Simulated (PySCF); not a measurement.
Ionisation energy along the 10-electron series

Calculated with PySCF 2.14 and a two-component X2C-1e Hamiltonian (Gaussian nucleus, no Breit or QED terms), each ion in its own even-tempered basis scaled to its charge; GMP2 freezes nothing and drops the highest virtual spinors. Values in eV. NIST values: (m) measured, (s) semi-empirical, (t) theoretical.

```
    ion  configuration  GHF (spin-free)  GMP2 (spin-free)  GHF (screened spin-orbit)  GMP2 (screened spin-orbit)          NIST
Ba(46+)           [Ne]           8455.2            8456.8                     8332.7                      8334.2  8326 ± 4 (t)
La(47+)           [Ne]           8808.8            8810.3                     8676.6                      8678.1  8669 ± 4 (t)
Ce(48+)           [Ne]           9169.9            9171.5                     9027.6                      9029.2  9020 ± 4 (t)
```

Between Z = 56 and Z = 58 the GMP2 (screened spin-orbit) value grows as Z to the power 2.28.
